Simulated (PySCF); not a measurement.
**Energy of Cr²⁺ (chromium, charge +2) between two integer charges**

The 3d alpha orbital of [Ar] 3d4 is emptied in steps (occupation f), with all orbitals relaxed, ending at [Ar] 3d3. Calculation: PySCF 2.14, in aug-cc-pVTZ; the non-relativistic Hamiltonian (point nucleus). The exact energy is a straight line in f; departures are measured from the line between the end points of the same method.

Problem. Among PBE0, r2SCAN, LC-wPBE, which shows the largest delocalisation error (convex curve), and which is closest to linear?

Solution. Most convex: r2SCAN (-1.766 eV at f = 0.4); closest to linear: LC-wPBE (-0.676 eV).

```tsv
f	PBE0 (eV)	r2SCAN (eV)	LC-wPBE (eV)
1	0.000	0.000	0.000
0.8	-0.869	-1.169	-0.438
0.6	-1.312	-1.760	-0.667
0.4	-1.320	-1.766	-0.676
0.2	-0.884	-1.180	-0.457
0	0.000	0.000	0.000
```

```json
{"method": "PBE0", "E(f=0) − E(f=1) (eV)": "31.483", "−ε at f=1 (eV)": "26.091", "−ε at f=0.4 (eV)": "32.547"}
{"method": "r2SCAN", "E(f=0) − E(f=1) (eV)": "31.242", "−ε at f=1 (eV)": "23.976", "−ε at f=0.4 (eV)": "32.690"}
{"method": "LC-wPBE", "E(f=0) − E(f=1) (eV)": "31.599", "−ε at f=1 (eV)": "28.908", "−ε at f=0.4 (eV)": "32.118"}
```

Reference removal energy between the ground levels: 30.959 ± 0.025 eV (measured; NIST Atomic Spectra Database, ionization energies). The calculation has no spin-orbit coupling. The determinant left behind need not be the lowest term of the ion.
